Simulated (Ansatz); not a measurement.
Isolated molecules relaxed with PBE0-D4/def2-TZVP in Ansatz; ΔE leaves out vibrations. CCSD(T)/CBS adds triple-zeta CCSD(T) − MP2 to the extrapolated MP2 energy (def2 sets, frozen cores). Functionals use def2-TZVPP. HSE06 is defined as in plane-wave codes. Elements past krypton have def2 core potentials. For In, Se outer-core shells are correlated without core-valence functions, which leaves a few kJ/mol of doubt a bond. Scalar relativity is left out up to krypton. Each species was taken in one conformer, which may not be the lowest.

Consider the redistribution: `[Cl][InH][SeH]` + `CC[Se]C` → `C[Se][InH][Cl]` + `CC[SeH]`.

```csv
level,ΔE (kcal/mol)
HSE06-D4,1.2
PBE-QIDH,1.6
PBE,1.1
r2SCANh,1.3
HSE06,1.5
CCSD/def2-SVP,1.3
HF/def2-QZVPP,2.2
CCSD/CBS(def2),1.3
```

**Question.** What does CCSD(T)/CBS give? (An estimate is asked.)

**Answer.** The calculation gave: +1.1 kcal/mol. The listed levels differ from it by 0.1, 0.5, 0.0, 0.2, 0.4, 0.2, 1.1, 0.2 kcal/mol.

Largest T1 diagnostic among the species: 0.012.

Leaving LDA and LC-ωPBE aside and taking each functional with its dispersion term where it has one, the values, not all of them listed here, spread over 1.2 kcal/mol, from BLYP-D4 to PBE-QIDH. In def2-TZVPP, CCSD(T) changes the Hartree–Fock value by −0.9 kcal/mol (the triples alone add −0.2 kcal/mol) and MP2 by −0.9 kcal/mol.
